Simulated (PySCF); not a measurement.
Distorted geometries of WH4

WH4 (triplet; a saddle point, relaxed within its symmetry). PySCF 2.14.0, UKS PBE0, W def2-SVP with ECP60, H def2-SVP; non-relativistic Hamiltonian with scalar-relativistic core potentials where named; density fitting; no spin-orbit coupling. Relaxed geometry:

```xyz
5

W     0.1761   -0.1761    0.0000
H     1.6797    0.8074    0.0000
H    -0.2496    1.4483    0.0000
H    -1.4483    0.2496    0.0000
H    -0.8074   -1.6797    0.0000
```

**Question.** Order these distorted geometries by energy above the relaxed one, lowest first.
A.
```xyz
5

W     0.1462   -0.1338    0.0252
H     1.6880    0.8061    0.0917
H    -0.3964    1.4894   -0.0541
H    -1.3939    0.1967   -0.0715
H    -0.6934   -1.7089    0.0087
```
B.
```xyz
5

W     0.2258   -0.2303   -0.0583
H     1.6109    0.7908   -0.0485
H    -0.2692    1.5066    0.0658
H    -1.3985    0.1944    0.0538
H    -0.8186   -1.6119   -0.0128
```
C.
```xyz
5

W     0.1868   -0.2047    0.0183
H     1.7271    0.8281    0.0053
H    -0.3092    1.4390   -0.0179
H    -1.4727    0.2659   -0.0393
H    -0.7814   -1.6787    0.0336
```

**Answer.** C (0.06 eV), A (0.14 eV), B (0.22 eV).

**Question.** Which forces (eV/Å) act in the one that lies 0.22 eV up?

**Answer.** 
```
W   -1.60  2.29 -0.58
H    1.14  0.40  0.31
H    0.58 -1.55 -0.08
H    0.11 -0.11  0.03
H   -0.24 -1.03  0.32
```
Forces carry noise of the integration grid, about 0.01 to 0.03 eV/Å.

Open shells may have lower solutions than the one found.
